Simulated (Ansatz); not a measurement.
A structure relaxed at PBE0-D4/def2-TZVP, charge 0, multiplicity 1:

```xyz
8

O     0.9896   -1.2447    0.0033
Mo   -0.0666    0.2434   -0.1595
Cl   -1.6037   -0.8458   -1.4542
Cl    1.4210    1.5640    0.9674
Cl   -1.6232    1.8593    0.1782
Cl    0.8889    0.9762   -2.0814
Cl   -0.9483   -0.6539    1.8334
H     0.9422   -1.8986    0.7128
```

Task: Give its formula and SMILES.

Result: Cl5HMoO, `[OH][Mo]([Cl])([Cl])([Cl])([Cl])[Cl]`.

Task: Point group (tolerance 0.08 Å, 0.16 Å for H)?

Result: Cs.

Task: Summarise the bond lengths by kind.

Result: 1 × Mo–O 1.832 Å; 1 × H–O 0.966 Å; 5 × Cl–Mo 2.268 to 2.357 Å.

All numbers were calculated with Ansatz.
